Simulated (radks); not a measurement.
The table gives one normalised radial function P(r) = r R(r) of Pm in [Xe] 4f5 6s2 (r in bohr). All-electron calculation, scalar-relativistic Kohn-Sham, BLYP, spin-unpolarised, spherical densities, point nucleus. Program: a radial shooting solver on a logarithmic mesh with Libxc functionals.

r	P
0.0009565	0.0020
0.001307	0.0035
0.001785	0.0059
0.002439	0.0101
0.003305	0.0170
0.004516	0.0289
0.006169	0.0488
0.008361	0.0802
0.01142	0.1307
0.0156	0.2060
0.02132	0.3095
0.02889	0.4294
0.03947	0.5397
0.05392	0.5669
0.07367	0.4113
0.09984	0.0238
0.1364	-0.5146
0.1863	-0.8421
0.2546	-0.5336
0.345	0.3789
0.4713	1.2793
0.6439	1.4161
0.8727	0.8933
1.192	0.3269
1.629	0.0654
2.225	0.0062
3.016	0.0003
4.12	0.0000
5.628	0.0000
7.689	0.0000
10.42	0.0000
14.24	0.0000

Which n and l does it have? It may be an empty orbital.

Answer. n = 4, l = 1: the number of nodes gives n - l - 1 = 2, the rise at small r (about r^(l+1), flatter next to the nucleus through relativity) gives l, and the extent must fit the shell. The curve is that of 4p. 4p: eigenvalue -236.34 eV, 2 radial nodes at r = 0.101, 0.308 bohr, <r> = 0.628 bohr, 90 % of the charge inside 0.913 bohr.
